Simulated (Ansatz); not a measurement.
```yaml
crystal:
  periodic: [false, false, false]
  atoms:
    - {symbol: O, position_ang: [-0.166698, 1.536274, -1.261066]}
    - {symbol: Si, position_ang: [-0.131374, 0.512985, 0.021486]}
    - {symbol: N, position_ang: [1.005285, -0.700011, 0.020551]}
    - {symbol: Sb, position_ang: [-0.704870, -1.916233, -0.216529]}
    - {symbol: H, position_ang: [-0.640979, 2.361291, -1.141697]}
    - {symbol: H, position_ang: [-0.341292, 1.305308, 1.259995]}
    - {symbol: H, position_ang: [1.961504, -0.906824, -0.204057]}
    - {symbol: H, position_ang: [-0.889575, -2.249890, 1.465518]}
basis:
  gaussian: {orbitals: def2-mTZVP}
total_charge: -1
magnetization: {spin_polarized: true, initial_magnetization: 1}
hamiltonian: {xc: {name: HF}}
correlation: {active_space: {window: {electrons: 3, orbitals: 2}}}
accuracy: high
scf: {lower_state_search: off}
```

```sh
$ ansatz run in.yaml --threads 4 --pin off --events-out ev --progress --plain --max-ram 10444MiB
```

Question: How does Ansatz answer? (An estimate is asked.)

Answer: Computed: The input was rejected before any iteration.
```
Error: invalid value for `correlation.active_space`: it starts from restricted Hartree–Fock orbitals; set hamiltonian.xc: hf without magnetization.spin_polarized
```
